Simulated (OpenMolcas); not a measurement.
**How basis sets differ on GeSiH3ClO (SMILES Cl[SiH]1[O][GeH2]1)**

GeSiH3ClO has 7 atoms, charge 0, and is taken as a singlet. SMILES: `Cl[SiH]1[O][GeH2]1`. The coordinates come from a PBE0-D4/def2-TZVP relaxation.

Each level gives the dipole moment (D). The values are calculated.

```csv
level,kind,program,value (D),CPU time
HF/ANO-R0 (sfX2C),Hartree–Fock,OpenMolcas,0.83,10 s
HF/ANO-RCC-MB (DKH2),Hartree–Fock,OpenMolcas,2.99,4.9 s
HF/ANO-S-MB,Hartree–Fock,OpenMolcas,2.36,5.9 s
HF/STO-3G,Hartree–Fock,OpenMolcas,3.20,4.8 s
HF/3-21G,Hartree–Fock,OpenMolcas,3.88,6.1 s
HF/6-31G* (spherical functions),Hartree–Fock,OpenMolcas,2.90,18 s
```

All-electron rows without a relativistic Hamiltonian named are non-relativistic. The values span 0.83 to 3.88 D. Magnitudes only. Sets without polarisation functions give poor dipoles. CPU times are rough (shared hosts, several kinds of processor and program).
